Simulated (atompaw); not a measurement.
**What one change does to a pseudopotential (copper (Cu), PAW (atompaw))**

```json
{
  "Element": "Cu (Z = 29)",
  "Generator": "atompaw 4.2.0.5",
  "Type": "PAW",
  "Functional": "PBEsol",
  "Relativity": "scalar-relativistic",
  "Frozen core": "[Ne]",
  "Valence charge": "19",
  "Reference configuration": "3s2 3p6 3d10 4s1 4p0",
  "Partial waves": "3s (bound): rc 1.10 bohr; 4s (bound): rc 1.35 bohr; 3p (bound): rc 1.00 bohr; 4p (bound, empty): rc 1.60 bohr; 3d (bound): rc 1.55 bohr; 3d channel at 2.05 Ry: rc 1.60 bohr",
  "Local potential": "bessel scheme, radius 1.20 bohr",
  "Core correction": "smooth core density matched at 1.20 bohr",
  "Augmentation charge": "sinc compensation charge, radius 1.45 bohr; PAW radius 1.60 bohr; waves and projectors: custom polynom vanderbiltortho"
}
```

Change: local potential troulliermartins scheme with l = 3 at 0 Ry, radius 1.20 bohr.

Cutoffs: the cutoffs (Ry, on a coarse ladder) from which the occupation-weighted sum of valence levels, in a spherical-Bessel basis at the reference potential, stays within 10 and 1 mRy of its value at 400 Ry; they do not see the model core or the augmentation charge, which bear on the density cutoff.

Problem. What does the change do?

Solution. The potential gets neither clearly harder nor softer (110 Ry and 160 Ry → 110 Ry and 160 Ry); the range in which the p phases agree narrows (upper end at the end of the scan → 2.0); neither file shows a bound ghost.

| quantity | base | changed |
| --- | --- | --- |
| cutoff, loose | 110 Ry | 110 Ry |
| cutoff, tight | 160 Ry | 160 Ry |
| bound ghosts | none | none |
| s: phases at 1.61 bohr within 0.05 rad from the reference energy up to (Ry; the scan ends near 5) | to the end of the scan | to the end of the scan |
| p: phases at 1.61 bohr within 0.05 rad from the reference energy up to (Ry; the scan ends near 5) | to the end of the scan | 2.0 |
| d: phases at 1.61 bohr within 0.05 rad from the reference energy up to (Ry; the scan ends near 5) | 4.8 | to the end of the scan |
| lowest overlap eigenvalue by channel | s 0.72, p 0.52, d 0.91 | s 0.70, p 0.52, d 0.87 |

 The cutoffs see the waves, projectors and local potential, not the compensation charge or the core.
